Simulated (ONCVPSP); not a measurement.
## Ta (Z = 73): excitation energies, all-electron against ONCV

```
Element                 : tantalum (Ta)
Generator               : ONCVPSP 4.0.1
Type                    : optimised norm-conserving Vanderbilt (ONCV)
Functional              : PBEsol
Relativity              : fully relativistic
Frozen core             : [Kr] 4d10
Valence charge          : 27
Reference configuration : 4f14 5s2 5p6 5d3 6s2
Partial waves           : 5s+6s: rc 1.90 bohr, ncon 4, nbas 8, qcut 6.5 1/bohr, 2 projectors; 5p: rc 1.25 bohr, ncon 4, nbas 8, qcut 6.5 1/bohr, 2 projectors, debl 3 Ha; 5d: rc 3.00 bohr, ncon 5, nbas 10, qcut 5.2 1/bohr, 3 projectors, debl 3.8 Ha; 4f: rc 0.55 bohr, ncon 4, nbas 7, qcut 16.2 1/bohr, local
Local potential         : the f channel
Core correction         : Teter function fitted to the true core (icmod 2), fcfact 0.35
```

Open shells are filled in proportion to 2j + 1.

Energies are relative to the spin-unpolarised reference configuration 4f14 5s2 5p6 5d3 6s2; without spin polarisation the order of configurations can differ from experiment. The f channel is local and has no spin–orbit splitting in the pseudo-atom.

```tsv
valence configuration	charge	ΔE all-electron (eV)	error AE − PS (meV)
4f14 5s2 5p6 5d3 6s1	+1	8.509	+0.2
4f14 5s2 5p6 5d3 6s0	+2	23.488	-2.1
4f14 5s2 5p6 5d2 6s0	+3	47.089	+11
```

Problem. What are ΔE and the potential's error for 4f14 5s2 5p6 5d3 6s0 6p1?

Solution. ΔE = 13.590 eV all-electron; the error (AE − PS) is -2.2 meV.

Levels in the configuration 4f14 5s2 5p6 5d3 6s1:

```csv
level,all-electron (eV),pseudo (eV)
4f j=7/2,-31.000,-31.896
4f j=5/2,-32.983,-31.896
5s j=1/2,-80.082,-80.119
5p j=3/2,-44.185,-44.195
5p j=1/2,-52.961,-52.978
5d j=5/2,-10.279,-10.283
5d j=3/2,-10.921,-10.926
6s j=1/2,-11.658,-11.659
```

These tests converged, but a pseudo level misses the all-electron one widely, so the file describes the atom poorly there or has found another state: 4f14 5s2 5p6 5d3 6s0 6p1: empty 6s by 5.9 eV.

Note: ghosts flagged at negative energy: s at -4264.1 eV, s at -357.2 eV, p3/2 at -1638.1 eV, p3/2 at -84.4 eV, d5/2 at -893.9 eV and 2 more; GHOST(+) flagged for p1/2 at 16.0 eV. A true bound ghost makes a file unfit for plane-wave use. The potential misses its own reference levels by up to 1.2 eV, so it is not fit for use.
